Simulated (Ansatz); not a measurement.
**Ligand exchange: KH + GeH2(SH)2 → KSH + GeH3(SH)**

Species: KH, singlet; GeH2(SH)2, singlet; KSH `[SH][K]`, singlet; GeH3(SH), singlet. The partners trade H for SH: K–H and Ge–SH bonds give way to K–SH and Ge–H.

Shapes, held fixed at every level: PBE0-D4/def2-TZVP. Flexible molecules stand in one conformer, not always the lowest. Programs: Ansatz 0.2.0. The zero-point and thermal change to 298 K, harmonic and unscaled (PBE0-D4/def2-TZVP), is +6.6 kJ/mol.

Question: Estimate ΔH(298 K) of this reaction.

Answer: The highest level, CCSD(T)/def2-TZVPP, gives ΔH(298 K) = -128.2 kJ/mol; the levels span -141.5 to -111.5. The column of differences is taken from that level and isn't an error. No measured value is set beside it here. Relativity is left out for Ge. Outer-core shells of Ge, K are correlated, in sets that cover them unevenly.

```
              level                    kind  ΔH(298 K) (kJ/mol)  less CCSD(T)/def2-TZVPP
        HF/def2-SVP            Hartree–Fock              -141.5                    -13.3
      HF/def2-TZVPP            Hartree–Fock              -140.4                    -12.2
   SPW92/def2-TZVPP                     LDA              -111.5                    +16.7
B3LYP-D4/def2-TZVPP           global hybrid              -118.8                     +9.4
 wB97X-V/def2-TZVPP  range-separated hybrid              -127.6                     +0.6
     MP2/def2-TZVPP     perturbation theory              -133.3                     -5.1
      CCSD/def2-SVP   coupled cluster or CI              -124.2                     +4.0
 CCSD(T)/def2-TZVPP   coupled cluster or CI              -128.2                      0.0
```
